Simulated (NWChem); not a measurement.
# C2H6Be; SMILES [CH3][Be][CH3]

```xyz
9

Be     0.0000     0.0000     0.0000
C      0.0000     0.0000     1.6803
H     -0.9061     0.4734     2.0996
H      0.8630     0.5480     2.0996
H      0.0431    -1.0214     2.0996
C      0.0000     0.0000    -1.6803
H     -1.0214     0.0431    -2.0996
H      0.4734    -0.9061    -2.0996
H      0.5480     0.8630    -2.0996
```
Atoms are numbered in this order, from 1.

Program: NWChem. Coordinates come from a PBE0/def2-SVP optimisation.

Predict the results for TPSS/def2-SVPD. Quantities: highest occupied level (eV); orbital gap (eV).


| Item | Value |
|---|---|
| highest occupied level (eV) | -6.90 |
| orbital gap (eV) | 6.63 |
